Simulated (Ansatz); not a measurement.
BH4NO (SMILES NBO) moved off its minimum; all values from Ansatz (an electronic-structure program), cores frozen in correlated methods.
(charge 0, multiplicity 1)
```xyz
7

B     -0.4177    -0.2583     0.1477
H     -1.2844    -1.2746     0.6078
O      0.9287    -0.5579     0.4239
H      1.5670    -0.0489     0.1061
N     -0.8706     0.8178    -0.7304
H     -1.6718     0.9329    -0.7500
H     -0.0639     1.4492    -0.8738
```

Forces at PBE/def2-TZVPP (eV/Å):

```tsv
atom	Fx	Fy	Fz
B1	-0.841	-2.044	-0.200
H2	1.556	2.305	-0.831
O3	-5.762	-3.386	2.284
H4	4.477	3.829	-2.378
N5	19.765	-4.733	2.608
H6	-17.513	3.726	-1.026
H7	-1.682	0.303	-0.456
```

**Question.** Give the forces (eV/Å), the total energy and the dipole at CCSD(T)/cc-pVTZ.

**Answer.** 
```tsv
atom	Fx	Fy	Fz
B1	-0.782	-2.147	-0.246
H2	1.677	2.484	-0.891
O3	-5.616	-3.131	2.135
H4	4.087	3.619	-2.249
N5	19.883	-4.770	2.710
H6	-17.247	3.795	-1.044
H7	-2.002	0.150	-0.416
```
Energy -156.9943 hartree, dipole 2.72 D.
